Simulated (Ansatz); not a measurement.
Geometry optimisation, Ansatz 0.2.0, RKS PBE-D4/def2-SVP.

Input:

```yaml
crystal:
  periodic: [false, false, false]
  atoms:
    - { symbol: "N", position_ang: [-1.9826, 0.3055, 0.8024] }
    - { symbol: Si, position_ang: [-0.8972, -1.032, 0.851] }
    - { symbol: Si, position_ang: [0.7379, -0.6927, -0.6147] }
    - { symbol: O, position_ang: [0.2073, -0.5588, -2.1933] }
    - { symbol: Al, position_ang: [1.9021, 1.2921, -0.0518] }
    - { symbol: H, position_ang: [-1.4747, 1.2264, 0.9924] }
    - { symbol: H, position_ang: [-2.3313, 0.4311, -0.1942] }
    - { symbol: H, position_ang: [-1.5662, -2.2504, 0.4958] }
    - { symbol: H, position_ang: [-0.3339, -1.1283, 2.2502] }
    - { symbol: H, position_ang: [1.7116, -1.8227, -0.5139] }
    - { symbol: H, position_ang: [-0.477, 0.2181, -2.1387] }
    - { symbol: H, position_ang: [3.4717, 1.2684, 0.3545] }
    - { symbol: H, position_ang: [1.0528, 2.7085, -0.025] }
basis:
  gaussian: { orbitals: def2-SVP }
hamiltonian:
  xc: pbe
  dispersion: d4
relax:
  f_tol: 0.015
  max_steps: 40
```

Launched with:

```bash
$ ansatz run input.yaml --threads 2 --pin off --max-ram 3072MiB --backend cpu --events-out ev --progress --plain --runs-dir out
```

Task: Where does it end, and by what steps?

Result: The run converged. After 35 steps the energy has fallen by 0.812 eV; H7 moved furthest, 1.09 Å.

| step | energy less start (eV) | largest force component (eV/Å) | accepted |
| --- | --- | --- | --- |
| 0 | 0.0000 | 2.471 | yes |
| 2 | -0.5581 | 0.758 | yes |
| 4 | -0.6184 | 0.124 | yes |
| 6 | -0.6297 | 0.240 | yes |
| 8 | -0.6339 | 0.329 | yes |
| 10 | -0.6477 | 0.191 | yes |
| 12 | -0.6746 | 1.330 | yes |
| 14 | -0.7446 | 0.867 | yes |
| 16 | -0.7969 | 0.157 | yes |
| 18 | -0.8063 | 0.078 | yes |
| 20 | -0.8083 | 0.049 | yes |
| 22 | -0.8092 | 0.056 | yes |
| 24 | -0.8098 | 0.082 | yes |
| 26 | -0.8105 | 0.041 | yes |
| 28 | -0.8111 | 0.042 | yes |
| 30 | -0.8116 | 0.048 | yes |
| 32 | -0.8119 | 0.051 | yes |
| 34 | -0.8122 | 0.018 | yes |
| 35 | -0.8122 | 0.009 | yes |

```xyz
13
Properties=species:S:1:pos:R:3
N -2.061 0.038 0.105
Si -0.774 -0.924 0.884
Si 0.926 -0.472 -0.723
O -0.093 0.041 -1.983
Al 2.438 1.307 0.037
H -2.038 1.050 0.274
H -3.023 -0.292 0.232
H -1.278 -2.344 0.855
H -0.502 -0.566 2.330
H 1.635 -1.763 -1.069
H -1.015 0.062 -1.614
H 3.808 0.985 0.816
H 1.996 2.844 -0.128
```

Whether the end is a true minimum wasn't checked by a vibrational analysis.

The run took 110 s on 2 threads of Arm Neoverse V1, with other jobs on the host, peak memory 0.17 GiB.
